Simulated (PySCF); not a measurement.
**`[CH-]1C=CC(OC)=C1`, [C$_{6}$H$_{7}$O]-, charge -1**

Molfile (atoms numbered from 1):
```
C6H7O
     RDKit          3D

 14 14  0  0  0  0  0  0  0  0999 V2000
   -1.7106    0.6104   -0.0609 C   0  0  0  0  0  0  0  0  0  0  0  0
   -0.8092   -0.4174    0.0961 O   0  0  0  0  0  0  0  0  0  0  0  0
    0.5260   -0.0306    0.1048 C   0  0  0  0  0  0  0  0  0  0  0  0
    1.5797   -0.9483    0.2552 C   0  0  0  0  0  0  0  0  0  0  0  0
    2.7855   -0.2034    0.2170 C   0  0  0  0  0  0  0  0  0  0  0  0
    2.4636    1.1538    0.0445 C   0  0  0  0  0  0  0  0  0  0  0  0
    1.0497    1.2733   -0.0271 C   0  0  0  0  0  0  0  0  0  0  0  0
   -1.6420    1.3678    0.7507 H   0  0  0  0  0  0  0  0  0  0  0  0
   -1.5708    1.1602   -1.0175 H   0  0  0  0  0  0  0  0  0  0  0  0
   -2.7276    0.1810   -0.0515 H   0  0  0  0  0  0  0  0  0  0  0  0
    1.4647   -2.0279    0.3773 H   0  0  0  0  0  0  0  0  0  0  0  0
    3.7940   -0.6197    0.3068 H   0  0  0  0  0  0  0  0  0  0  0  0
    3.1740    1.9834   -0.0240 H   0  0  0  0  0  0  0  0  0  0  0  0
    0.4859    2.1995   -0.1590 H   0  0  0  0  0  0  0  0  0  0  0  0
  1  2  1  0
  2  3  1  0
  3  4  1  0
  4  5  2  0
  5  6  1  0
  6  7  1  0
  7  3  2  0
  1  8  1  0
  1  9  1  0
  1 10  1  0
  4 11  1  0
  5 12  1  0
  6 13  1  0
  7 14  1  0
M  CHG  1   6  -1
M  END
```

Computed, not measured: quadratic response CAM-B3LYP/def2-TZVPD first hyperpolarisability, Taylor convention, gas phase (PySCF 2.14.0). Geometry: PBE0-D3(BJ)/def2-SVP.

For a gas-phase anion, states above the detachment energy (about 1.0 eV, taken as minus the energy of the highest occupied orbital) lie in the continuum and depend on the basis.

Q: Give the tensor of the second harmonic β(−2ω;ω,ω) at 1064 nm in the axes of these coordinates.

A: In au, Taylor convention; rows are the first index (the induced dipole):
|  | xx | yy | zz | xy | xz | yz |
| --- | --- | --- | --- | --- | --- | --- |
| x | +15.0 | +37.4 | +26.5 | -184.4 | +17.9 | +0.9 |
| y | -183.3 | -22.5 | -148.1 | +41.4 | +3.3 | -42.0 |
| z | +15.7 | -51.6 | +80.4 | +6.5 | +78.0 | -228.1 |

Norm of βᵢ = ⅓ Σⱼ (βᵢⱼⱼ + βⱼᵢⱼ + βⱼⱼᵢ): 427.3 au, hyper-Rayleigh value 191.9 au.
